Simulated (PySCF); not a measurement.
A GIAO shielding run with PySCF (density fitting, non-relativistic, gas phase) on SMILES [C@H](C)(CCC[SiH3])[S@](C)=O, C$_{6}$H$_{16}$OSSi:

```
$ OMP_NUM_THREADS=1 python probes_run.py task.json out

{"job": {"kind": "nmr", "xc": "PBE0", "basis": "pcSseg-1"}, "charge": 0, "multiplicity": 1}
C     -2.295084    -1.446383     0.580281
C     -1.226900    -0.375257     0.509791
C      0.147006    -0.945320     0.176372
C      1.250471     0.108514     0.252268
C      2.622220    -0.475510    -0.073141
Si     4.019619     0.806569     0.067827
S     -1.640624     0.819442    -0.878155
C     -3.086828     1.616867    -0.046112
O     -2.196368    -0.007687    -1.950946
H     -3.188326    -1.091550     1.089566
H     -2.563100    -1.740578    -0.435107
H     -1.929616    -2.325425     1.107607
H     -1.178089     0.222849     1.420922
H      0.111866    -1.369844    -0.830316
H      0.380776    -1.758084     0.870762
H      1.025520     0.917176    -0.446490
H      1.266859     0.536420     1.258390
H      2.597780    -0.891191    -1.082246
H      2.820144    -1.314091     0.598383
H      3.790511     1.888699    -0.890995
H      5.303804     0.157903    -0.200450
H      4.026071     1.358600     1.425874
H     -3.852303     0.877833     0.155431
H     -3.475768     2.364499    -0.729456
H     -2.740575     2.089692     0.865433
```

Hardware: 1 thread of an Arm Neoverse V1, shared host. The job also computes population analyses, field gradients.

Problem. How large is the calculation?

Solution. 90 electrons, 247 basis functions and 1325 auxiliary functions.

Problem. How long does it take, and how much memory does it need?

Solution. 59 s of wall time, with 14 SCF cycles and 5 response iterations; peak memory 1.3 GiB. Times on a shared host scatter by some tens of per cent.
